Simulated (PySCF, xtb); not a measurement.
Al(Me)(NHMe)(OH) (C2H8AlNO), SMILES [Al]([CH3])([NH]C)[OH]. One conformer was computed; it need not be the lowest.

Harmonic wavenumbers (cm⁻¹) from GFN2-xTB run with xtb at its own minimum, in rising order: 41, 91, 97, 147, 172, 231, 270, 358, 438, 493, 537, 600, 606, 710, 909, 1019, 1107, 1121, 1284, 1325, 1414, 1455, 1464, 1489, 1502, 2892, 2920, 2966, 2976, 2990, 3004, 3377, 3777.

What does PBE-D3(BJ)/def2-SVP run with PySCF give at its own minimum? (The exact figures need the calculation; the answer reports its results.)

47, 101, 115, 156, 179, 220, 296, 312, 495, 551, 564, 641, 654, 741, 859, 1039, 1098, 1139, 1168, 1338, 1378, 1382, 1399, 1410, 1445, 2903, 2952, 2971, 3020, 3064, 3074, 3490, 3824. Paired by order, the mean absolute difference is 40 cm⁻¹ and the zero-point energies are 62.6 and 62.9 kcal/mol.
